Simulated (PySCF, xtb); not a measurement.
Si(F)2(OH)(SiH3) (F2H4OSi2), SMILES F[Si]([SiH3])(O)F.

GFN2-xTB run with xtb at its own geometry gives an orbital gap of 5.15 eV and a dipole moment of 1.74 D.

Coordinates come from a B3LYP-D3(BJ)/def2-SVP optimisation. This is a generated structure with no PubChem entry under its InChIKey; it may be hypothetical. The values are those of a single conformer.

Q: What does PySCF with PBE/def2-TZVP give? (An estimate is asked for; the answer gives what the named calculation found.)

A: gap 6.86 eV (levels -7.86 and -1.00 eV), dipole 1.05 D.
